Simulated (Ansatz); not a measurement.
Input (CCSDT(Q)/cc-pV(D+d)Z; Ansatz, an electronic-structure program): A basis named .json is the Basis Set Exchange file of that set.

Ansatz 0.2 input:
```yaml
crystal:
  periodic: [false, false, false]
  atoms:
    - {symbol: Si, position_ang: [1.58785173, -0.37466912, 0.24862184]}
    - {symbol: O, position_ang: [0.10871794, 0.03219111, 0.06179158]}
    - {symbol: Si, position_ang: [-1.56346507, 0.34685224, -0.26187891]}
    - {symbol: H, position_ang: [2.10443998, -1.53859755, -0.47698008]}
    - {symbol: H, position_ang: [2.42256709, 0.42358619, 1.14957102]}
    - {symbol: H, position_ang: [-1.56276556, 1.70118553, -0.82805258]}
    - {symbol: H, position_ang: [-1.97359751, -0.69735969, -1.20916907]}
    - {symbol: H, position_ang: [-2.20180085, 0.24309287, 1.05589695]}
basis:
  gaussian:
    orbitals: cc-pV_D+d_Z.json
total_charge: 1
magnetization: {spin_polarized: false}
correlation: {method: ccsdt_q, electrons: outside_noble_gas}
```

Output:

```
Functional definition: HF
integrals: 0.12 GiB planned
1657 factors; integrals over basis functions are off by at most 2.0e-7 eV
mean field: 0.37 GiB planned
mean field evaluation 1: about -17829.3912 eV, gradient 5.5e1 eV
mean field evaluation 2: about -17829.3935 eV, gradient 5.5e1 eV
mean field evaluation 4: about -17835.4667 eV, gradient 3.0e0 eV
mean field evaluation 8: about -17835.5037 eV, gradient 6.2e-2 eV
mean field evaluation 16: about -17835.5004 eV, gradient 3.4e-1 eV
mean field -17835.50367508 eV, -655.4426707208 hartree, gradient 1.9e-6 eV, S^2 0.000000; 0 other end points of the search recorded, 0 dependent functions left out
11 core orbitals not correlated
reference -17835.50367508 eV, -655.4426707208 hartree; 9, 9 occupied and 65, 65 virtual orbitals, 1657 factors
second order -9.85579923 eV of doubles, -0.00000000 eV of singles
coupled cluster: 1.88 GiB planned
cycle   1  -10.48012003 eV  change   -6.2e-1 eV  update   1.0e-1
cycle   2  -10.96954464 eV  change   -4.9e-1 eV  update   4.9e-2
cycle   3  -11.24666709 eV  change   -2.8e-1 eV  update   2.8e-2
cycle   4  -11.23938038 eV  change    7.3e-3 eV  update   8.8e-3
cycle   5  -11.23857683 eV  change    8.0e-4 eV  update   5.2e-3
cycle   6  -11.24225765 eV  change   -3.7e-3 eV  update   1.7e-3
cycle   7  -11.24163128 eV  change    6.3e-4 eV  update   7.5e-4
cycle   8  -11.24131513 eV  change    3.2e-4 eV  update   2.8e-4
cycle   9  -11.24133581 eV  change   -2.1e-5 eV  update   1.1e-4
cycle  10  -11.24142623 eV  change   -9.0e-5 eV  update   3.9e-5
cycle  11  -11.24138837 eV  change    3.8e-5 eV  update   2.0e-5
cycle  12  -11.24139066 eV  change   -2.3e-6 eV  update   7.4e-6
cycle  13  -11.24139200 eV  change   -1.3e-6 eV  update   3.1e-6
cycle  14  -11.24139191 eV  change    9.4e-8 eV  update   1.3e-6
perturbative correction -0.02366183 eV, -0.0008695563 hartree
Total energy: -17846.76872883 eV, -655.8566538100 hartree
```
